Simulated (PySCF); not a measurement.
Can point charges reproduce the dipole moment of `CCOC1=CO[BH2-][O+]=C1`?

Coordinates (PBE0-D3(BJ)/def2-SVP, Å) and charges (e) from the PBE0/pcSseg-1 density (PySCF):

```csv
atom,x,y,z,Mulliken,IAO,Hirshfeld,ESP-fitted
C1,-3.106,-0.433,0.519,-0.2603,-0.4129,-0.1149,-0.5205
C2,-1.742,-0.521,-0.117,-0.0520,-0.0422,+0.0128,+0.4390
O3,-0.851,0.267,0.637,-0.4827,-0.3413,-0.1127,-0.3625
C4,0.446,0.302,0.251,+0.0165,+0.0384,+0.0199,-0.1619
C5,1.241,1.332,0.778,+0.3024,+0.1982,+0.1183,+0.3997
O6,2.486,1.427,0.572,-0.4054,-0.2879,-0.1015,-0.3598
B7,3.189,0.191,-0.013,+0.3338,+0.0412,+0.0427,+0.3320
O8,2.259,-0.319,-1.102,-0.4260,-0.3080,-0.1176,-0.3541
C9,1.011,-0.377,-0.831,+0.2589,+0.1424,+0.0930,+0.3190
H10,-3.462,0.607,0.529,+0.1285,+0.1497,+0.0463,+0.1456
H11,-3.828,-1.045,-0.041,+0.1228,+0.1490,+0.0521,+0.1283
H12,-3.070,-0.796,1.556,+0.1313,+0.1518,+0.0475,+0.1505
H13,-1.774,-0.162,-1.165,+0.1165,+0.1199,+0.0364,-0.0156
H14,-1.388,-1.571,-0.142,+0.1201,+0.1231,+0.0382,-0.0059
H15,0.754,2.148,1.333,+0.1381,+0.1735,+0.0748,+0.0901
H16,3.227,-0.651,0.878,-0.0980,-0.0474,-0.1104,-0.1714
H17,4.240,0.531,-0.504,-0.0746,-0.0102,-0.0908,-0.1211
H18,0.389,-0.918,-1.556,+0.1301,+0.1626,+0.0654,+0.0687
```

**Question.** Form Σ q r in debye for every column and set it beside the full dipole.

**Answer.** The full density gives (-5.43, -0.23, -0.57) D, 5.46 D in size; dipole vectors point from the negative to the positive end.

```csv
scheme,μx,μy,μz,size (D),share of the full size (%),angle to the full dipole (°)
Mulliken,-5.38,-1.05,-0.63,5.52,101,9
IAO,-5.61,-0.59,-0.54,5.66,104,4
Hirshfeld,-4.73,0.18,-0.23,4.74,87,6
ESP-fitted,-5.39,-0.24,-0.57,5.42,99,0
```

**Question.** Which set comes closest?

**Answer.** Length of the difference vector: ESP-fitted 0.04 D, IAO 0.40 D, Mulliken 0.83 D, Hirshfeld 0.88 D. Closest: ESP-fitted. ESP charges are fitted to the potential around the molecule, whose slowest-falling term is the dipole's. The schemes that divide the density aren't constrained to reproduce the dipole.

**Question.** What is left for the Hirshfeld atoms' own dipoles?

**Answer.** The shares of the density sum to the whole, so what Σ q r misses lies in dipoles about the nuclei. The atomic dipoles sum to (-5.43, -0.23, -0.57) − (-4.73, 0.18, -0.23) = (-0.70, -0.41, -0.34) D, 0.88 D in size.

**Question.** With the origin at the mean of the coordinates, (0.001, 0.001, 0.088) Å, which are the largest single terms, by size, of the ESP-fitted dipole along the direction of the full one?

**Answer.** C1 -7.65, B7 -5.05, O6 +4.46, C2 +3.74, O8 +3.58 D; all 18 atoms together +5.42 D. The single terms depend on the origin, their sum doesn't.

**Question.** Give the size of the full dipole in other units.

**Answer.** 5.46 D = 2.150 au = 1.138 e·Å = 18.23 × 10⁻³⁰ C·m.

The structure is a single PBE0-D3(BJ)/def2-SVP conformer in the gas phase; no vibrational or solvent corrections.

The run behind these numbers computed NMR shieldings as well. Time: 1.7 min of wall time; peak memory 1.0 GiB. Hardware: one thread of an Intel Xeon at 2.50 GHz, no GPU, on a shared host.

Shape of the structure used: `[CH3:1][CH2:2][O:3][C:4]1=[CH:5][O:6][BH2-:7][O+:8]=[CH:9]1`: C1–C2–O3–C4 178°, C2–O3–C4–C5 164°.
